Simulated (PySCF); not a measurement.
Cartesian coordinates (Å):
```xyz
9

W      0.0330    -0.0490     0.1340
F      1.9104    -0.1146    -0.1140
F      0.0064     1.5935     1.0128
F      0.0322     0.8193    -1.5339
F      0.4042    -0.9351     1.7505
F     -0.3403    -1.6762    -0.6931
N     -1.9113     0.0222     0.3909
H     -2.4131     0.7942     0.8483
H     -2.5667    -0.7068     0.0804
```
Charge 0, spin multiplicity 1.

Task: What is the computed LUMO, HOMO–LUMO gap, charge on the central atom (Mulliken), total energy, dipole moment and HOMO (TPSSh-D3(BJ)/def2-TZVP // BP86-D3(BJ)/def2-SVP run with PySCF 2.14.0)?

Result: 
- LUMO = -4.67 eV
- HOMO–LUMO gap = 3.87 eV
- charge on the central atom (Mulliken) = 1.67 e
- total energy = -16946.79 eV
- dipole moment = 3.90 D
- HOMO = -8.54 eV
